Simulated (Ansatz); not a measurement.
Relaxation of AlBBrFH₂ (6 atoms, charge 0, multiplicity 1), to a largest force component of 0.02 eV/Å in at most 50 steps.

All numbers below come from Ansatz, RKS PBE0/def2-SVP.

```xyz
6
Properties=species:S:1:pos:R:3
F -0.783 2.060 -0.094
B -0.352 0.932 -0.619
Al 0.256 -0.670 0.612
Br 0.979 -2.626 -0.250
H -0.356 0.942 -1.812
H 0.255 -0.638 2.162
```

Problem. Where does it end, and by what steps?

Solution. The forces met the threshold. After 7 steps the energy has fallen by 0.054 eV; H6 moved furthest, 0.10 Å.

| step | energy less start (eV) | largest force component (eV/Å) | accepted |
| --- | --- | --- | --- |
| 0 | 0.0000 | 0.620 | yes |
| 1 | -0.0504 | 0.128 | yes |
| 2 | -0.0523 | 0.119 | yes |
| 3 | -0.0532 | 0.067 | yes |
| 4 | -0.0534 | 0.050 | yes |
| 5 | -0.0537 | 0.025 | yes |
| 6 | -0.0539 | 0.022 | yes |
| 7 | -0.0540 | 0.016 | yes |

```xyz
6
Properties=species:S:1:pos:R:3
F -0.789 2.078 -0.109
B -0.357 0.945 -0.640
Al 0.255 -0.667 0.668
Br 0.965 -2.584 -0.319
H -0.341 0.898 -1.856
H 0.267 -0.670 2.255
```

The run took 12 s on 2 threads of AMD EPYC 9R14 (Zen 4), on a shared host, peak memory 0.2 GiB.
